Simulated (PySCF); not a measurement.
A run for PySCF: R-M06-2X/def2-TZVPP on CH6SiTe (SMILES C[Te][SiH3]), a point of a torsion scan. Elements past Kr take the def2 small-core potentials; no spin–orbit coupling.

```python
from pyscf import gto, dft

mol = gto.M(
    atom='''
    C     1.70058613   -0.12598554    0.16340992
    Te    0.41396804    0.83417965   -1.28307171
    Si   -1.66424734    0.12938362   -0.10617016
    H     1.55124338   -1.19703724    0.15299555
    H     2.72674734    0.08922094   -0.09776038
    H     1.50045405    0.25412387    1.15597872
    H    -1.48964996    0.24540680    1.33923067
    H    -2.03757448   -1.25605258   -0.39444592
    H    -2.72853553    1.01023256   -0.56573698
    ''',
    basis='def2-tzvpp',
    ecp={'Te': 'def2-tzvpp'},
    charge=0, spin=0, verbose=4, max_memory=1800)
mf = dft.RKS(mol, xc='m062x').density_fit(auxbasis='def2-universal-jkfit')
mf.grids.level = 4
mf.conv_tol = 1e-9
mf.max_cycle = 150
mf.kernel()
mf.dip_moment()
```

Output:

```
PySCF version 2.14.0

[INPUT] verbose = 4
[INPUT] num. atoms = 9
[INPUT] num. electrons = 50
[INPUT] charge = 0
[INPUT] spin (= nelec alpha-beta = 2S) = 0
[INPUT] symmetry False subgroup None
[INPUT] Mole.unit = angstrom
[INPUT] Symbol           X                Y                Z      unit          X                Y                Z       unit  Magmom
[INPUT]  1 C      1.700586130000  -0.125985540000   0.163409920000 AA    3.213642036934  -0.238078166255   0.308799994837 Bohr   0.0
[INPUT]  2 Te     0.413968040000   0.834179650000  -1.283071710000 AA    0.782286219923   1.576371077186  -2.424654130077 Bohr   0.0
[INPUT]  3 Si    -1.664247340000   0.129383620000  -0.106170160000 AA   -3.144971676136   0.244499606805  -0.200632525001 Bohr   0.0
[INPUT]  4 H      1.551243380000  -1.197037240000   0.152995550000 AA    2.931425140745  -2.262072544505   0.289119687777 Bohr   0.0
[INPUT]  5 H      2.726747340000   0.089220940000  -0.097760380000 AA    5.152805683486   0.168603141176  -0.184740344033 Bohr   0.0
[INPUT]  6 H      1.500454050000   0.254123870000   1.155978720000 AA    2.835447216994   0.480224516015   2.184483186625 Bohr   0.0
[INPUT]  7 H     -1.489649960000   0.245406800000   1.339230670000 AA   -2.815030445869   0.463751641106   2.530779183918 Bohr   0.0
[INPUT]  8 H     -2.037574480000  -1.256052580000  -0.394445920000 AA   -3.850457725603  -2.373595374253  -0.745394759752 Bohr   0.0
[INPUT]  9 H     -2.728535530000   1.010232560000  -0.565736980000 AA   -5.156184872845   1.909062860518  -1.069087950739 Bohr   0.0

nuclear repulsion = 180.523355461437
number of shells = 77
number of NR pGTOs = 297
number of NR cGTOs = 207
basis = def2-tzvpp
ecp = {'Te': 'def2-tzvpp'}


******** <class 'pyscf.df.df_jk.DFRKS'> ********
method = DFRKS
initial guess = minao
damping factor = 0
level_shift factor = 0
DIIS = <class 'pyscf.scf.diis.CDIIS'>
diis_start_cycle = 1
diis_space = 8
diis_damp = 0
SCF conv_tol = 1e-09
SCF conv_tol_grad = None
SCF max_cycles = 150
direct_scf = False
XC library pyscf.dft.libxc version 7.1.2
    S. Lehtola, C. Steigemann, M. J. T. Oliveira, and M. A. L. Marques,  SoftwareX 7, 1–5 (2018)
XC functionals = m062x
    Y. Zhao and D. G. Truhlar,  Theor. Chem. Acc. 120, 215 (2008)
    Y. Zhao and D. G. Truhlar,  Theor. Chem. Acc. 120, 215 (2008)
radial grids:
    Treutler-Ahlrichs [JCP 102, 346 (1995); DOI:10.1063/1.469408] (M4) radial grids

becke partition: Becke, JCP 88, 2547 (1988); DOI:10.1063/1.454033
pruning grids: <function nwchem_prune>
grids dens level: 4
symmetrized grids: False
atomic radii adjust function: <function treutler_atomic_radii_adjust>
small_rho_cutoff = 0
Set gradient conv threshold to 3.16228e-05
Initial guess from minao.
tot grids = 183368
******** <class 'pyscf.df.df.DF'> ********
auxbasis = def2-universal-jkfit
init E= -557.201079586649
  HOMO = -0.625061755865076  LUMO = -0.525625141009187  gap/eV = 2.70581
cycle= 1 E= -597.333474110328  delta_E= -40.1  |g|= 3.06  |ddm|= 28.3
  HOMO = 0.0158375961489596  LUMO = 0.0298752669192436  gap/eV = 0.38198
cycle= 2 E= -595.866645660976  delta_E= 1.47  |g|= 3.45  |ddm|= 29.4
  HOMO = -0.283231461866801  LUMO = -0.0616604304679331  gap/eV = 6.02925
cycle= 3 E= -599.011640904018  delta_E= -3.14  |g|= 0.534  |ddm|= 28.5
  HOMO = -0.218412105713612  LUMO = -0.00977674375052482  gap/eV = 5.67726
cycle= 4 E= -599.109845140096  delta_E= -0.0982  |g|= 0.299  |ddm|= 0.986
  HOMO = -0.246086592143752  LUMO = 0.00681333237191919  gap/eV = 6.88176
cycle= 5 E= -599.129241320917  delta_E= -0.0194  |g|= 0.0883  |ddm|= 0.32
  HOMO = -0.263390657432532  LUMO = -0.000989276574358981  gap/eV = 7.14031
cycle= 6 E= -599.130857518036  delta_E= -0.00162  |g|= 0.0121  |ddm|= 0.0828
  HOMO = -0.2654523484391  LUMO = -0.00135396305353975  gap/eV = 7.18648
cycle= 7 E= -599.130914579108  delta_E= -5.71e-05  |g|= 0.00495  |ddm|= 0.0288
  HOMO = -0.265145096087611  LUMO = -0.00121137413227485  gap/eV = 7.18200
cycle= 8 E= -599.130919843563  delta_E= -5.26e-06  |g|= 0.00261  |ddm|= 0.00598
  HOMO = -0.26495206752797  LUMO = -0.00103255746476627  gap/eV = 7.18162
cycle= 9 E= -599.130921381442  delta_E= -1.54e-06  |g|= 0.000473  |ddm|= 0.00203
  HOMO = -0.264948414292158  LUMO = -0.0010344410609004  gap/eV = 7.18147
cycle= 10 E= -599.130921460137  delta_E= -7.87e-08  |g|= 0.000129  |ddm|= 0.000765
  HOMO = -0.264957938861732  LUMO = -0.0010319581153203  gap/eV = 7.18179
cycle= 11 E= -599.130921465025  delta_E= -4.89e-09  |g|= 3.76e-05  |ddm|= 0.000217
  HOMO = -0.264960925695772  LUMO = -0.00103121197095573  gap/eV = 7.18189
cycle= 12 E= -599.13092146552  delta_E= -4.95e-10  |g|= 1.23e-05  |ddm|= 6.38e-05
  HOMO = -0.264959789322564  LUMO = -0.00103102789766496  gap/eV = 7.18187
Extra cycle  E= -599.130921465563  delta_E= -4.24e-11  |g|= 9.22e-06  |ddm|= 2.21e-05
converged SCF energy = -599.130921465563
Dipole moment(X, Y, Z, Debye):  0.31665, -0.56783,  0.89029
```

The run converged.

Cost: roughly 40 core-seconds.
